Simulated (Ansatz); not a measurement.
Cartesian coordinates in Å:
```
C 0.0026 -0.5087 1.1118
N 0.5118 0.8072 0.7144
Si 0.2756 1.0636 -0.9779
Si -0.6069 -1.0597 -0.6229
H 0.7812 -1.1649 1.5188
H -0.8069 -0.4507 1.8493
H 0.9228 1.3948 1.4214
H -0.6141 2.2074 -1.3401
H 1.5199 1.2476 -1.7833
H 0.0887 -2.2550 -1.1714
H -2.0747 -1.2816 -0.7201
```

The species carries charge 0 and has multiplicity 1.

Q: List the PBE/def2-TZVPP orbital energies in eV (Ansatz 0.2.0). (An estimate is asked.)

A: The calculation gave: Occupied: -1779.55, -1779.37, -380.18, -269.53, -137.25, -137.14, -94.02, -93.96, -93.95, -93.88, -93.86, -93.85, -21.77, -16.14, -14.01, -11.91, -11.51, -10.62, -9.41, -8.35, -8.11, -7.45, -6.47, -5.43. Lowest empty: -0.97, -0.68, -0.28, 0.48, 0.99, 1.24, 1.65, 2.05.
